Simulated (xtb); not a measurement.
C2H2Cl2Si, SMILES Cl[SiH](C#C)Cl. All values are semi-empirical tight-binding results from xtb (GFN2-xTB unless named), good for trends rather than for accurate numbers. The structure is a stationary point at GFN2-xTB.

Computed properties:
```json
{
 "point_group_as_xtb_finds_it": "Cs",
 "orbital_gap": "5.29 eV",
 "dipole_moment": "1.76 D",
 "zero_point_energy": "18.7 kcal/mol",
 "G − E(el) at 298.15 K (modified RRHO)": "-1.4 kcal/mol",
 "static polarisability (D4 model)": "75.4 bohr³",
 "solvation energy, GFN2-xTB/ALPB(water)": "-1.8 kcal/mol",
 "solvation energy, GFN2-xTB/ALPB(chcl3)": "-5.7 kcal/mol"
}
```
